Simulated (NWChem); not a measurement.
Species: DMF (C₃H₇NO); SMILES CN(C)C=O

```xyz
12

C      0.7765    -1.5710     0.0000
N      0.0231    -0.3487     0.0000
C     -1.4143    -0.4312     0.0000
C      0.6313     0.8689     0.0000
O      0.0683     1.9391     0.0000
H      1.8522    -1.3431     0.0000
H      0.5549    -2.1830     0.8922
H      0.5549    -2.1830    -0.8922
H     -1.8113     0.5920     0.0000
H     -1.7822    -0.9636    -0.8940
H     -1.7822    -0.9636     0.8940
H      1.7448     0.7720     0.0000
```
Atoms are numbered in this order, from 1.

Coordinates come from a PBE0/def2-SVP optimisation.

Symmetry labels are those of Cs in the frame above (b1 and b2, or b-type labels, depend on it).

### Question
List the 4 lowest vertical singlet excitations from PBE/def2-SVP, TDA (NWChem).

### Answer
| state | energy (eV) | oscillator strength | symmetry | leading excitation (squared amplitude) |
|---|---|---|---|---|
| S1 | 5.70 | 0.001 | a" | HOMO → LUMO (1.00) |
| S2 | 6.43 | 0.015 | a' | HOMO → LUMO+1 (0.93) |
| S3 | 6.53 | 0.035 | a" | HOMO−1 → LUMO+1 (1.00) |
| S4 | 7.10 | 0.216 | a' | HOMO−1 → LUMO (0.56) |
